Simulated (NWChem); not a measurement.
# formamidinium (CH5N2 cation); SMILES NC=[NH2+]

```xyz
8

N     -1.1744     0.0000     0.1820
C      0.0000     0.0000    -0.4179
N      1.1744     0.0000     0.1820
H     -1.2857     0.0000     1.2019
H     -2.0327     0.0000    -0.3766
H      0.0000     0.0000    -1.5215
H      1.2857     0.0000     1.2019
H      2.0327     0.0000    -0.3766
```
Atoms are numbered in this order, from 1.

Results from NWChem. Geometry optimised at PBE-D3(BJ)/def2-SVP; all other runs use it.  Vzz has the sign of the potential's second derivative.

| quantity | level | value |
|---|---|---|
| Vzz N3 (a.u.) | B3LYP/def2-TZVP | -0.675 |
| first 1s excitation (eV), C K edge, unshifted | B3LYP/def2-TZVP, TDA | 276.9 |
| isotropic polarisability (bohr³) at 589 nm | B3LYP/def2-SVP | 23.1 |
| charge (e), ESP N3 | B3LYP/def2-SVP | -0.57 |
| highest harmonic frequency (cm⁻¹) | PBE-D3(BJ)/def2-SVP | 3582 |
